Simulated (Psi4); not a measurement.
BaF (SMILES [F][Ba]), doublet, at a GFN2-xTB geometry (such geometries of metal compounds can be far from the true shape) (the spin is typed, not shown lowest) (core potentials on Ba); PBE0/def2-SVPD (Psi4 1.11).

Input for Psi4:
```
memory 2 GB

molecule mol {
0 2
Ba   -0.000000   -0.000000   -0.274013
F     0.000000    0.000000    1.704968
}

set {
  basis def2-svpd
  reference uks
  scf_type pk
  puream true
  d_convergence 1e-8
  dft_radial_points 99
  dft_spherical_points 590
}

energy('pbe0')
print_variables()
```

Predict the main parts of the log of this Psi4 run.


```
   => Loading Basis Set <=

    Name: DEF2-SVPD
    Role: ORBITAL
    Keyword: BASIS

    !!!  WARNING: ECP capability is in beta. Please check occupations closely.  !!!

         ---------------------------------------------------------
                                   SCF
               by Justin Turney, Rob Parrish, Andy Simmonett
                          and Daniel G. A. Smith
                              UKS Reference
         ---------------------------------------------------------

  ==> Geometry <==

    Molecular point group: c2v
    Full point group: C_inf_v

    Geometry (in Angstrom), charge = 0, multiplicity = 2:

       Center              X                  Y                   Z               Mass
    ------------   -----------------  -----------------  -----------------  -----------------
         BA           0.000000000000     0.000000000000    -0.239621441887   137.905247000000
         F            0.000000000000     0.000000000000     1.739359558113    18.998403162730

  Running in c2v symmetry.

  Rotational constants: A = ************  B =      0.25778  C =      0.25778 [cm^-1]
  Rotational constants: A = ************  B =   7728.03548  C =   7728.03548 [MHz]
  Nuclear repulsion =   24.065895003691296

  Charge       = 0
  Multiplicity = 2
  Electrons    = 19
  Nalpha       = 10
  Nbeta        = 9

  ==> Algorithm <==

  SCF Algorithm Type is PK.
  DIIS enabled.
  MOM disabled.
  Fractional occupation disabled.
  Guess Type is SAD.
  Energy threshold   = 1.00e-06
  Density threshold  = 1.00e-08
  Integral threshold = 1.00e-12

  ==> Primary Basis <==

  Basis Set: DEF2-SVPD
    Blend: DEF2-SVPD
    Number of shells: 20
    Number of basis functions: 56
    Number of Cartesian functions: 63
    Spherical Harmonics?: true
    Max angular momentum: 3

  Core potential: DEF2-SVPD
    Number of shells: 4
    Number of ECP primitives: 10
    Number of ECP core electrons: 46
    Max angular momentum: 3

  ==> DFT Potential <==

   => LibXC <=

    Version 7.1.2
    S. Lehtola, C. Steigemann, M. J. T. Oliveira, and M. A. L. Marques,  SoftwareX 7, 1–5 (2018) (10.1016/j.softx.2017.11.002)

   => Composite Functional: PBE0 <=

    PBE0 Hyb-GGA Exchange-Correlation Functional

    C. Adamo and V. Barone,  J. Chem. Phys. 110, 6158 (1999) (10.1063/1.478522)
    M. Ernzerhof and G. E. Scuseria,  J. Chem. Phys. 110, 5029 (1999) (10.1063/1.478401)

    Deriv               =              1
    GGA                 =           TRUE
    Meta                =          FALSE

    Exchange Hybrid     =           TRUE
    MP2 Hybrid          =          FALSE

   => Exchange Functionals <=

    0.7500   Perdew, Burke & Ernzerhof

   => Exact (HF) Exchange <=

    0.2500               HF

   => Correlation Functionals <=

    1.0000   Perdew, Burke & Ernzerhof

   => LibXC Density Thresholds  <==

    XC_HYB_GGA_XC_PBEH:  1.00E-15

   => Molecular Quadrature <=

    Radial Scheme          =       TREUTLER
    Pruning Scheme         =           NONE
    Nuclear Scheme         =       TREUTLER

    Blocking Scheme        =         OCTREE
    BS radius alpha        =              1
    Pruning alpha          =              1
    Radial Points          =             99
    Spherical Points       =            590
    Total Points           =         112373
    Total Blocks           =            963
    Max Points             =            256
    Max Functions          =             56
    Weights Tolerance      =       1.00E-15

  ==> Integral Setup <==

  Using in-core PK algorithm.
   Calculation information:
      Number of atoms:                   2
      Number of AO shells:              20
      Number of primitives:             37
      Number of atomic orbitals:        63
      Number of basis functions:        56

      Integral cutoff                 1.00e-12
      Number of threads:                 1

  Performing in-core PK
  Using 2548812 doubles for integral storage.
  We computed 22155 shell quartets total.
  Whereas there are 22155 unique shell quartets.

  ==> DiskJK: Disk-Based J/K Matrices <==

    J tasked:                  Yes
    K tasked:                  Yes
    wK tasked:                  No
    Schwarz Cutoff:          1E-12

  Minimum eigenvalue in the overlap matrix is 8.2482816473E-03.
  Reciprocal condition number of the overlap matrix is 2.1149483385E-03.
    Using symmetric orthogonalization.

  ==> Pre-Iterations <==

  SCF Guess: Superposition of Atomic Densities via on-the-fly atomic UHF (no occupation information).

   -------------------------
    Irrep   Nso     Nmo
   -------------------------
     A1        25      25
     A2         5       5
     B1        13      13
     B2        13      13
   -------------------------
    Total      56      56
   -------------------------

  ==> Iterations <==

                        Total Energy        Delta E     RMS |[F,P]|

   @UKS iter SAD:  -124.90264469755584   -1.24903e+02   0.00000e+00
   @UKS iter   1:  -125.03947041583477   -1.36826e-01   1.92602e-02 DIIS/ADIIS
   @UKS iter   2:  -124.16171695733902    8.77753e-01   5.30382e-02 DIIS/ADIIS
   @UKS iter   3:  -125.16607141715232   -1.00435e+00   7.38584e-03 DIIS/ADIIS
   @UKS iter   4:  -125.18381911166837   -1.77477e-02   2.99860e-04 DIIS/ADIIS
   @UKS iter   5:  -125.18391556375600   -9.64521e-05   8.30548e-05 DIIS
   @UKS iter   6:  -125.18392721455298   -1.16508e-05   3.10138e-05 DIIS
   @UKS iter   7:  -125.18392944049775   -2.22594e-06   8.78605e-06 DIIS
   @UKS iter   8:  -125.18392983574864   -3.95251e-07   2.53267e-06 DIIS
   @UKS iter   9:  -125.18392988055176   -4.48031e-08   7.21373e-07 DIIS
   @UKS iter  10:  -125.18392988266238   -2.11062e-09   6.57385e-08 DIIS
   @UKS iter  11:  -125.18392988267587   -1.34861e-11   2.23358e-08 DIIS
   @UKS iter  12:  -125.18392988267691   -1.03739e-12   2.79207e-09 DIIS
  Energy and wave function converged.

  ==> Post-Iterations <==

   Electrons on quadrature grid:
      Nalpha   =   10.0000013182 ; deviation = 1.318e-06
      Nbeta    =    9.0000013364 ; deviation = 1.336e-06
      Ntotal   =   19.0000026546 ; deviation = 2.655e-06

   @Spin Contamination Metric:   2.076967800E-04
   @S^2 Expected:                7.500000000E-01
   @S^2 Observed:                7.502076968E-01
   @S   Expected:                5.000000000E-01
   @S   Observed:                5.000000000E-01

    Orbital Energies [Eh]
    ---------------------

    Alpha Occupied:

[...]
       6A1    -0.119661

    Alpha Virtual:

[...]
      25A1    83.194928

    Beta Occupied:

[...]
    Beta Virtual:

[...]
    Final Occupation by Irrep:
             A1    A2    B1    B2
    DOCC [     5,    0,    2,    2 ]
    SOCC [     1,    0,    0,    0 ]
    NA   [     6,    0,    2,    2 ]
    NB   [     5,    0,    2,    2 ]

  @UKS Final Energy:  -125.18392988267691

   => Energetics <=

    Nuclear Repulsion Energy =             24.0658950036912955
    One-Electron Energy =                -229.7527095253918787
    Two-Electron Energy =                  91.2557792270615948
    DFT Exchange-Correlation Energy =     -10.7528945880379343
    Empirical Dispersion Energy =           0.0000000000000000
    VV10 Nonlocal Energy =                  0.0000000000000000
    Total Energy =                       -125.1839298826769067

  UHF NO Occupations:
  HONO-2 :    2 B2 1.9999745
  HONO-1 :    5 A1 1.9999630
  HONO-0 :    6 A1 1.0000000
  LUNO+0 :    7 A1 0.0000370
  LUNO+1 :    3 B2 0.0000255
  LUNO+2 :    3 B1 0.0000255
  LUNO+3 :    4 B2 0.0000076

Computation Completed

Properties will be evaluated at   0.000000,   0.000000,   0.000000 [a0]

Properties computed using the SCF density matrix

 Multipole Moments:

 ------------------------------------------------------------------------------------
     Multipole            Electronic (a.u.)      Nuclear  (a.u.)        Total (a.u.)
 ------------------------------------------------------------------------------------

 L = 1.  Multiply by 2.5417464519 to convert [e a0] to [Debye]
 Dipole X            :          0.0000000            0.0000000            0.0000000
 Dipole Y            :          0.0000000            0.0000000            0.0000000
 Dipole Z            :        -25.7481156           25.0540298           -0.6940858
 Magnitude           :                                                    0.6940858

 ------------------------------------------------------------------------------------

  Variable Map:
  ----------------------------------------------------------------------------
[...]
  Array Variable Map:
  ----------------------------------------------------------------------------
[...]
[...]
```
